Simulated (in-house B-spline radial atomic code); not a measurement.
Checks on a self-consistent run for the cobalt ion Co³⁺, [He] 2s1 2p6 3s2 3p6 3d7. Method: Dirac-Hartree-Fock, average of configuration, Fermi nucleus of rms radius 3.7875 fm. Calculated with a B-spline radial code for spherical atoms.

```json
{"orbital": "1s1/2", "q": "2", "ε (Eh)": "-289.51398", "<1/r>": "27.0377", "<r²>": "0.00424341", "small-component weight": "0.0094541"}
{"orbital": "2s1/2", "q": "1", "ε (Eh)": "-38.30343", "<1/r>": "5.90789", "<r²>": "0.0760288", "small-component weight": "0.001797"}
{"orbital": "2p1/2", "q": "2", "ε (Eh)": "-33.24580", "<1/r>": "5.85372", "<r²>": "0.0591836", "small-component weight": "0.0017757"}
{"orbital": "2p3/2", "q": "4", "ε (Eh)": "-32.67692", "<1/r>": "5.74347", "<r²>": "0.0606844", "small-component weight": "0.0017507"}
{"orbital": "3s1/2", "q": "2", "ε (Eh)": "-6.18624", "<1/r>": "1.89929", "<r²>": "0.656524", "small-component weight": "0.00041346"}
{"orbital": "3p1/2", "q": "2", "ε (Eh)": "-4.67370", "<1/r>": "1.75895", "<r²>": "0.714114", "small-component weight": "0.00036062"}
{"orbital": "3p3/2", "q": "4", "ε (Eh)": "-4.59475", "<1/r>": "1.73457", "<r²>": "0.729158", "small-component weight": "0.00035482"}
{"orbital": "3d3/2", "q": "2.8", "ε (Eh)": "-2.18679", "<1/r>": "1.46969", "<r²>": "0.959343", "small-component weight": "0.00026824"}
{"orbital": "3d5/2", "q": "4.2", "ε (Eh)": "-2.17651", "<1/r>": "1.46295", "<r²>": "0.967712", "small-component weight": "0.00026646"}
```

Electron-electron repulsion V_ee = 485.8333 hartree.

(1) What total energy follows from the eigenvalues?

(2) Does the Dirac virial theorem hold?

(3) What diamagnetic shielding (Lamb formula) and susceptibility (Langevin formula) do the radii give?

## Answers

(1) The eigenvalues count the repulsion twice, so E = Σqε - V_ee = -869.894 - 485.833 = -1355.727 hartree; the run printed -1355.727.

(2) For a point nucleus E = -2c²Σq·w, with w the small-component weight. Here Σq·w = 0.036097 and c = 137.0360, so the ratio E/(-2c²Σq·w) is 1.000007; the finite nucleus accounts for the departure from 1.

(3) σ = (α²/3)Σq<1/r> = 119.179/(3·137.036²) = 2115.5 ppm, and χ = -0.79199×10⁻⁶·Σq<r²> = -10.18×10⁻⁶ cm³/mol with Σq<r²> = 12.854 bohr². Both are non-relativistic formulas without the paramagnetism of open shells.
